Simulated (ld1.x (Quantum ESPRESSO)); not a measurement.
# Ranking TM potentials for Mo

All share these settings but for the change named:

ld1.x (Quantum ESPRESSO) 7.5 input, shortened:

```
&input
   title='Mo', zed=42., rel=1, dft='PBE', iswitch=3,
   config='[Kr] 4d4 5s0 5p0'
 /
 &inputp
   pseudotype=2, tm=.true., lloc=0,
   nlcc=.true., rcore=1.20
 /
3
5P  2  1   0.00   0.00  3.30  3.30  0.0
4D  3  2   4.00   0.00  2.50  2.50  0.0
5S  1  0   0.00   0.00  2.85  2.85  0.0
 &test
   configts(1)='4d4 5s0 5p0'
 /
```

Test errors are all-electron minus pseudo excitation energies from the reference, over 4d5 5s1 5p0; 4d5 5s0 5p0; 4d3 5s0 5p0; 4d5.5 5s0.5 5p0; 4d4 5s2 5p0; 4d4 5s1 5p0; 4d2 5s0 5p0. None of these files shows a bound ghost.

The base gives 953.7 meV.

Of 9 variants that were run, those that failed, showed a ghost or another fault, or gave nearly equal values are left out.

A variant can come out equal or close to the base, since the largest error may sit in a test that the change hardly touches while other tests move.

Q: Rank these variants by their largest absolute test error, smallest first.
A. all radii but the core radius scaled by about 1.26 (s 3.60, p 4.18, d 3.16 bohr)
B. all radii but the core radius scaled by about 1.18 (s 3.38, p 3.90, d 2.96 bohr)
C. core correction a·sin(br)/r model core inside 1.54 bohr

A: A (342.6 meV), B (596.4 meV), C (933.4 meV).
